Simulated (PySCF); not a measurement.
Harmonic spectrum computed at PBE0 in the def2-TZVPD basis family (core potentials from Rb on, PySCF, no spin–orbit coupling):

```json
{"symmetry": "a1", "ω (cm⁻¹)": "478", "IR (km/mol, summed over degenerate members)": "490"}
{"symmetry": "e", "ω (cm⁻¹)": "498", "IR (km/mol, summed over degenerate members)": "241"}
{"symmetry": "e", "ω (cm⁻¹)": "1449", "IR (km/mol, summed over degenerate members)": "1876"}
{"symmetry": "a1", "ω (cm⁻¹)": "1516", "IR (km/mol, summed over degenerate members)": "9.2"}
```

Task: Which molecule gave it? In each, all ligands are bound to the one heavy central atom.
A. CoH₃⁻ (quartet)
B. CdH₃⁻ (singlet)
C. PdH₃⁻ (singlet)
D. MgH₃⁻ (singlet)
E. CuH₃⁻ (doublet)

Result: A. It has C3v symmetry with Co–H 1.658 Å (×3).
